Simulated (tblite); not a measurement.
A geometry optimisation, step by step.

Species: C6H13BrSi.
Atom-mapped SMILES: `[CH3:1][CH2:2][Si@:3]([CH3:4])([Br:5])[CH:6]1[CH2:7][CH2:8]1` (hydrogens: H9, H10, H11 on C1; H12, H13 on C2; H14, H15, H16 on C4; H17 on C6; H18, H19 on C7; H20, H21 on C8)

Computed with GFN2-xTB (tblite), gas phase: L-BFGS steps from a force-field or distance-geometry start until the largest atomic force falls under 0.01 eV/Å. 5 of its 210 geometries are shown.

Step 0: E = -687.6359 eV, largest atomic force 2.695 eV/Å
```
atom  x, y, z in Å  |  force x, y, z in eV/Å
C1     -2.003   -1.266    0.082   -2.010  -1.003   0.332
C2     -1.595   -0.136   -0.814   -1.626   0.099  -0.922
Si3    -0.085    0.786   -0.327   -0.081   1.520  -0.471
C4     -0.521    2.354    0.617    0.516   0.736   0.250
Br5     0.850    1.518   -2.263   -0.254   0.130  -0.114
C6      1.205   -0.102    0.592    2.217   0.231   1.515
C7      1.593   -1.518    0.359    1.064  -1.028   0.749
C8      2.452   -0.415   -0.223   -0.676  -1.139  -0.750
H9     -1.375   -2.151   -0.015    0.100   0.281   0.255
H10    -3.044   -1.597   -0.243    1.091   0.178   0.333
H11    -2.144   -0.976    1.145    0.494  -0.132  -0.660
H12    -2.482    0.549   -0.872    0.791  -0.251  -0.015
H13    -1.460   -0.499   -1.837   -0.159  -0.184   0.045
H14    -0.283    3.265    0.020   -0.430  -0.640   0.532
H15    -1.582    2.337    0.888    0.500   0.303   0.070
H16     0.126    2.396    1.519   -0.727   0.171  -0.410
H17     1.519    0.353    1.586   -0.702  -0.741  -1.017
H18     1.002   -2.164   -0.307    0.321   0.539   0.306
H19     2.061   -2.114    1.199   -0.776   0.767  -0.874
H20     3.429   -0.233    0.233   -0.453  -0.062  -0.543
H21     2.329   -0.368   -1.340    0.799   0.225   1.388
```

Step 52: E = -688.3241 eV, largest atomic force 0.077 eV/Å
```
atom  x, y, z in Å  |  force x, y, z in eV/Å
C1     -1.985   -1.120    0.253    0.005   0.013  -0.007
C2     -1.557   -0.208   -0.892    0.009  -0.022  -0.010
Si3    -0.067    0.873   -0.392   -0.043   0.017  -0.036
C4     -0.611    2.356    0.668   -0.001  -0.008  -0.016
Br5     0.782    1.655   -2.334   -0.019   0.020   0.025
C6      1.283   -0.111    0.485   -0.024   0.009   0.006
C7      1.522   -1.556    0.132    0.017  -0.007  -0.014
C8      2.553   -0.534   -0.199    0.006  -0.014   0.001
H9     -1.170   -1.790    0.521   -0.057   0.003   0.051
H10    -2.845   -1.728   -0.023   -0.006   0.056  -0.007
H11    -2.244   -0.529    1.130   -0.036  -0.059   0.007
H12    -2.394    0.430   -1.187    0.009  -0.003   0.032
H13    -1.322   -0.816   -1.767    0.041  -0.008   0.000
H14    -0.554    3.285    0.108    0.009  -0.005   0.020
H15    -1.638    2.239    1.001    0.016  -0.005  -0.009
H16     0.009    2.463    1.554    0.006   0.026  -0.033
H17     1.395    0.127    1.536   -0.006   0.000   0.038
H18     0.948   -1.978   -0.679    0.049  -0.037  -0.018
H19     1.728   -2.254    0.930   -0.036  -0.011   0.009
H20     3.458   -0.518    0.389    0.042   0.006  -0.042
H21     2.700   -0.270   -1.235    0.019   0.027   0.002
```

Step 104: E = -688.3555 eV, largest atomic force 0.046 eV/Å
```
atom  x, y, z in Å  |  force x, y, z in eV/Å
C1     -2.264   -0.950    0.325   -0.003  -0.010   0.007
C2     -1.567   -0.300   -0.865    0.001  -0.034   0.012
Si3    -0.071    0.774   -0.371   -0.018  -0.034  -0.021
C4     -0.549    2.278    0.686    0.003  -0.035  -0.016
Br5     0.709    1.544   -2.346    0.021   0.008   0.027
C6      1.291   -0.223    0.478   -0.002   0.014  -0.011
C7      1.723   -1.562   -0.060    0.000  -0.001   0.001
C8      2.655   -0.403   -0.135   -0.009   0.019   0.012
H9     -1.563   -1.548    0.904   -0.013   0.022  -0.004
H10    -3.068   -1.602   -0.010    0.006   0.009  -0.007
H11    -2.696   -0.195    0.979    0.027  -0.004   0.022
H12    -2.291    0.301   -1.419    0.018   0.003   0.003
H13    -1.234   -1.084   -1.548   -0.008   0.002  -0.023
H14    -0.823    3.134    0.076    0.002  -0.013  -0.012
H15    -1.397    2.040    1.319   -0.020   0.013   0.034
H16     0.270    2.578    1.332    0.019   0.042  -0.002
H17     1.283   -0.140    1.561    0.011  -0.024  -0.038
H18     1.276   -1.920   -0.976   -0.005   0.020  -0.022
H19     1.942   -2.352    0.643   -0.025  -0.009   0.025
H20     3.510   -0.391    0.525    0.008   0.011   0.013
H21     2.853    0.039   -1.100   -0.013  -0.001   0.000
```

Step 157: E = -688.3856 eV, largest atomic force 0.031 eV/Å
```
atom  x, y, z in Å  |  force x, y, z in eV/Å
C1     -2.458   -0.768    0.385   -0.014  -0.010   0.004
C2     -1.630   -0.372   -0.832    0.001   0.002  -0.002
Si3    -0.081    0.635   -0.376    0.024   0.009  -0.017
C4     -0.493    2.192    0.628    0.012   0.008   0.007
Br5     0.754    1.340   -2.351    0.003  -0.011   0.009
C6      1.250   -0.408    0.461   -0.007  -0.013   0.006
C7      1.944   -1.513   -0.292   -0.008  -0.006  -0.008
C8      2.705   -0.290    0.093   -0.004  -0.003   0.003
H9     -1.873   -1.380    1.068    0.004   0.006   0.000
H10    -3.331   -1.341    0.081   -0.014  -0.002   0.011
H11    -2.801    0.114    0.922    0.008  -0.012  -0.005
H12    -2.252    0.211   -1.514   -0.014  -0.004   0.007
H13    -1.344   -1.275   -1.376    0.015   0.005   0.000
H14    -1.348    2.713    0.206    0.009   0.002  -0.006
H15    -0.732    1.943    1.657   -0.003  -0.003  -0.007
H16     0.343    2.887    0.641   -0.003  -0.001   0.005
H17     1.062   -0.616    1.509   -0.003   0.004  -0.006
H18     1.705   -1.651   -1.336    0.005   0.009   0.000
H19     2.147   -2.437    0.229   -0.003   0.009  -0.005
H20     3.436   -0.365    0.884   -0.006   0.002   0.013
H21     2.987    0.399   -0.688   -0.002   0.009  -0.009
```

Step 209: E = -688.3934 eV, largest atomic force 0.008 eV/Å
```
atom  x, y, z in Å  |  force x, y, z in eV/Å
C1     -2.419   -0.844    0.442    0.000   0.000   0.000
C2     -1.707   -0.340   -0.808    0.002   0.001  -0.001
Si3    -0.110    0.617   -0.414   -0.001   0.001  -0.005
C4     -0.425    2.232    0.532   -0.003  -0.002   0.001
Br5     0.748    1.206   -2.415   -0.001   0.001  -0.001
C6      1.178   -0.465    0.438    0.002   0.003   0.004
C7      1.988   -1.465   -0.342    0.003   0.007   0.001
C8      2.651   -0.253    0.215   -0.001   0.000  -0.001
H9     -1.771   -1.505    1.014   -0.002  -0.002   0.000
H10    -3.317   -1.399    0.176   -0.004   0.002  -0.001
H11    -2.712   -0.014    1.082    0.005   0.001   0.000
H12    -2.387    0.301   -1.373    0.001  -0.007   0.001
H13    -1.477   -1.190   -1.454   -0.002   0.002   0.002
H14    -1.155    2.851    0.016    0.004  -0.001   0.000
H15    -0.805    2.035    1.530    0.004   0.001  -0.001
H16     0.487    2.815    0.634   -0.002  -0.004   0.002
H17     0.909   -0.775    1.442   -0.003   0.000   0.002
H18     1.849   -1.517   -1.413   -0.001  -0.002  -0.003
H19     2.189   -2.424    0.113    0.000  -0.001   0.000
H20     3.314   -0.367    1.060    0.000   0.000   0.002
H21     2.964    0.516   -0.476   -0.002  -0.002  -0.001
```

Question: Summarise the path.

Answer: The energy falls by 17.47 kcal/mol from step 0 to step 209; nine tenths of that is first reached at step 48. It rises by more than 0.2 meV at steps 47 and 129. The largest force goes from 2.695 to 0.008 eV/Å. Among the bonds Si3–C6 changes most, from 1.815 to 1.885 Å; the atoms move by 0.899 Å rms after alignment.

Question: Follow the three bonds and two angles with the largest change from start to end.

Answer: 
```
step  E above end (kcal/mol)  largest force (eV/Å)  Si3–C6 (Å)  C2–Si3 (Å)  C6–H17 (Å)  C7–C8–H21 (°)  Si3–C6–C8 (°)
   0                   17.47                 2.695       1.815       1.835       1.137          110.5          114.3
   9                    3.81                 0.232       1.891       1.911       1.083          117.7          117.6
  18                    3.02                 0.102       1.893       1.914       1.085          118.2          121.5
  27                    2.73                 0.100       1.892       1.912       1.085          118.4          123.2
  36                    2.37                 0.111       1.887       1.912       1.084          117.9          123.6
  45                    1.85                 0.120       1.886       1.906       1.084          119.4          122.8
  55                    1.51                 0.092       1.891       1.907       1.086          118.0          122.4
  64                    1.37                 0.053       1.889       1.903       1.085          118.0          122.8
  73                    1.23                 0.059       1.889       1.906       1.085          118.8          122.3
  82                    1.15                 0.056       1.889       1.906       1.085          118.3          122.2
  91                    1.07                 0.051       1.888       1.904       1.085          118.1          122.3
 100                    0.95                 0.087       1.888       1.903       1.086          118.8          122.0
 109                    0.77                 0.057       1.889       1.903       1.085          117.9          122.2
 118                    0.66                 0.065       1.885       1.903       1.086          118.1          122.3
 127                    0.40                 0.100       1.890       1.907       1.085          118.0          122.5
 136                    0.26                 0.026       1.886       1.905       1.085          118.0          122.3
 145                    0.23                 0.029       1.886       1.904       1.084          117.9          121.9
 154                    0.19                 0.020       1.887       1.905       1.085          118.0          121.8
 164                    0.16                 0.033       1.886       1.904       1.085          118.0          121.8
 173                    0.14                 0.030       1.886       1.906       1.085          117.9          122.0
 182                    0.06                 0.030       1.886       1.905       1.085          118.1          121.4
 191                    0.04                 0.012       1.885       1.903       1.084          117.8          121.4
 200                    0.02                 0.019       1.885       1.904       1.084          117.8          121.6
 209                    0.00                 0.008       1.885       1.903       1.085          117.9          121.4
```

The cost below is that of the whole relaxation. On one thread of an Arm Neoverse V2, shared host, this took 1.8 s.
